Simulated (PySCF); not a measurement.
# Spin states of ZnBr⁺

Unrestricted PBE0; PySCF, no relativity, basis sets Zn def2-TZVPPD, Br def2-TZVPPD. Outer shells of the fragments: Zn+ 3d10 4s1; Br 3d10 4s2 4p5.

Followed along the bond (rough minima from three points):

| 2Ms+1 | unpaired | ⟨S²⟩ at the start | R at minimum (Å) | Te (eV) |
| --- | --- | --- | --- | --- |
| 1 | none | 0.00 | 2.20 | 0.00 |
| 3 | σ ↑, π ↑ | 2.00 | none in the scan | ≤ 1.54 |
| 1 | σ ↓, π ↑ | 1.00 | none in the scan | ≤ 1.62 |

Solutions found at the starting distance of 2.405 Å, counted from the lowest of them; the search is not exhaustive and high or unbound solutions are not listed, so other states can lie among these:

```json
{"2Ms+1": "1", "unpaired": "none", "term": "¹Σ⁺", "E (eV)": "0.00", "⟨S²⟩": "0.00", "⟨Lz²⟩": "0.00", "μ (D)": "-7.10"}
{"2Ms+1": "3", "unpaired": "σ ↑, π ↑", "term": "³Π", "E (eV)": "1.42", "⟨S²⟩": "2.00", "⟨Lz²⟩": "1.01", "μ (D)": "-1.48"}
{"2Ms+1": "1", "unpaired": "σ ↓, π ↑", "term": "mixed", "E (eV)": "1.49", "⟨S²⟩": "1.00", "⟨Lz²⟩": "1.01", "μ (D)": "-1.49"}
{"2Ms+1": "3", "unpaired": "σ ↑↑", "term": "³Σ⁺", "E (eV)": "2.86", "⟨S²⟩": "2.00", "⟨Lz²⟩": "0.00", "μ (D)": "-2.62"}
{"2Ms+1": "3", "unpaired": "π ↑↑", "term": "mixed", "E (eV)": "5.64", "⟨S²⟩": "2.01", "⟨Lz²⟩": "2.01", "μ (D)": "-2.00"}
{"2Ms+1": "1", "unpaired": "π ↑↓", "term": "mixed", "E (eV)": "5.78", "⟨S²⟩": "1.02", "⟨Lz²⟩": "2.01", "μ (D)": "-1.81"}
```

A term symbol is given only where ⟨S²⟩ and ⟨Lz²⟩ are close to those of a pure state; real π, δ and φ orbitals otherwise mix terms. A positive dipole points towards Br; it is taken about the centre of mass and depends on that origin.

Counting both spins, an empty level lies below a filled one in some of these solutions, because spin and occupation are held.
